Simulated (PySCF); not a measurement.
GeH9NSi2.
Bonds: Si1–Si2, Si2–N3, N3–Ge4. Hydrogens: H5, H6, H7 on Si1; H8, H9 on Si2; H10 on N3; H11, H12, H13 on Ge4.

Computed by this run: PySCF 2.14.0, PBE0-D3(BJ)/def2-SVP geometry optimisation, gas phase; density fitting, grid level 1; the optimiser is geomeTRIC in internal coordinates, started from a GFN2-xTB structure with every atom displaced at random (about 0.01 Å).

Step 0: E = -73881.5547 eV
```
atom  x, y, z in Å  |  force x, y, z in eV/Å
Si1     2.0132   -0.3317   -0.2497   -0.351   0.690  -0.354
Si2     0.3780    0.0714    1.3477   -1.067   0.204  -0.148
N3     -1.1972   -0.1917    0.6199    1.016  -0.170   0.790
Ge4    -1.6810    0.2398   -1.0519   -1.667  -0.089   0.027
H5      3.3221    0.0093    0.2592    0.906   0.253   0.464
H6      1.8108    0.5174   -1.4638   -0.139   0.090   0.008
H7      2.0710   -1.7007   -0.7111   -0.125  -0.981  -0.191
H8      0.4074   -0.8345    2.4973    0.343  -0.456   0.484
H9      0.4417    1.4444    1.9386    0.349   0.173  -0.064
H10    -1.9327   -0.2719    1.3041   -0.394  -0.038   0.113
H11    -1.4446    1.6752   -1.3704    0.263   1.014  -0.248
H12    -0.9680   -0.6308   -2.0086    0.629  -0.688  -0.816
H13    -3.2149   -0.0132   -1.1217    0.235  -0.001  -0.064
```

Task: Estimate the geometry and energy of step 1. (The exact step hangs on the optimiser's Hessian estimate; all steps are aligned on step 0, rigid shifts and turns removed.)

Result: E = -73881.7726 eV, largest force 0.364 eV/Å
```
atom  x, y, z in Å  |  force x, y, z in eV/Å
Si1     2.0362   -0.3131   -0.2197   -0.038  -0.110  -0.035
Si2     0.3473    0.0540    1.3705    0.294   0.035   0.054
N3     -1.2123   -0.1704    0.6374   -0.169   0.127  -0.263
Ge4    -1.7644    0.2463   -1.0898    0.299   0.004  -0.008
H5      3.3848    0.0480    0.3283   -0.088  -0.022   0.015
H6      1.7748    0.5477   -1.4159    0.033  -0.006  -0.046
H7      2.0499   -1.7493   -0.6521    0.032   0.080  -0.022
H8      0.5279   -0.8936    2.5227   -0.089   0.037  -0.075
H9      0.6242    1.4300    1.9211   -0.145  -0.028   0.004
H10    -1.9909   -0.2555    1.2861   -0.008  -0.015  -0.011
H11    -1.5077    1.7502   -1.4362   -0.051  -0.336   0.088
H12    -0.9896   -0.6504   -2.1056   -0.144   0.214   0.257
H13    -3.2744   -0.0608   -1.1571    0.075   0.021   0.042
```

The energy changes by -0.2180 eV. The first-order estimate −F·Δx gives -0.6046 eV and the mean of the old and new forces, exact on a quadratic surface, -0.2261 eV. The step makes an angle of 60° with the force vector and moves no atom by more than 0.184 Å.

The cost below is that of the whole optimisation. Time: 2.2 min wall; peak memory 0.54 GiB. Hardware: an Arm Neoverse V1 with one thread, shared host.
